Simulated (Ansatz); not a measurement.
Consider the ligand exchange at the In–S bond: `S[S][In]([Br])[Br]` + H₂S → `[SH][In]([Br])[Br]` + `SS`.

Calculated with Ansatz (gas phase, PBE0-D4/def2-TZVP geometries, no zero-point term in ΔE). CCSD(T)/CBS adds triple-zeta CCSD(T) − MP2 to the extrapolated MP2 energy (def2 sets, frozen cores). This one scheme is used for every species. Functionals use def2-TZVPP. HSE06 is defined as in plane-wave codes. def2 core potentials past Kr. For Br, In outer-core shells are correlated without core-valence functions, which leaves a few kJ/mol of doubt a bond. Scalar relativity is left out up to krypton. One conformer a species, not always the lowest.

`S[S][In]([Br])[Br]`:

Z-matrix (Å, degrees):
```
In
S 1 2.389
Br 1 2.447 2 120.8
Br 1 2.452 2 120.2 3 -179.2
S 2 2.057 1 102.1 3 -6.7
H 5 1.346 2 98.1 1 90.9
```

H₂S:

Z-matrix (Å, degrees):
```
S
H 1 1.341
H 1 1.341 2 92.3
```

`[SH][In]([Br])[Br]`:

Z-matrix (Å, degrees):
```
In
S 1 2.359
Br 1 2.450 2 120.7
Br 1 2.444 2 121.0 3 180.0
H 2 1.345 1 92.1 3 -0.0
```

`SS`:

Cartesian coordinates in Å:
```
S 1.004 0.187 -0.472
S -0.576 0.595 0.762
H 1.150 -1.121 -0.188
H -1.578 0.340 -0.102
```

```csv
level,ΔE (kJ/mol),difference from CCSD(T)/CBS
LDA (SPW92),-2.7,2.6
PBE-D4,-1.2,4.1
BLYP-D4,2.0,7.3
B97M-V,-5.6,-0.3
PBE0-D4,-5.4,-0.1
BHLYP-D4,-5.0,0.3
B2PLYP,-6.8,-1.5
revPBE,-6.4,-1.1
HSE06,-8.7,-3.4
LC-ωPBE,-12.9,-7.6
RPA@PBE/def2-TZVPP,-6.7,-1.4
HF/def2-SVP,-11.8,-6.5
MP2/def2-SVP,-4.3,1.0
MP2/def2-TZVPP,-5.1,0.2
SCS-MP2/def2-TZVPP,-6.7,-1.4
MP2/def2-QZVPP,-4.7,0.6
CCSD(T)/CBS,-5.3,0
```

Largest T1 diagnostic among the species: 0.012.

From r2SCAN to r2SCAN0 (25 % exact exchange), in def2-TZVPP and without D4, ΔE moves by −3.2 kJ/mol. In def2-TZVPP, CCSD(T) changes the Hartree–Fock value by +9.4 kJ/mol (the triples alone add +2.3 kJ/mol) and MP2 by +10.5 kJ/mol. The D4 term adds +6.2 kJ/mol with B3LYP and +3.6 kJ/mol with PBE0; it sums over pairs of atoms, weighted by their polarisabilities, and B3LYP, whose exchange is more repulsive, gets the larger term.

B3LYP here is the variant with VWN-RPA as its local correlation; programs differ in this.
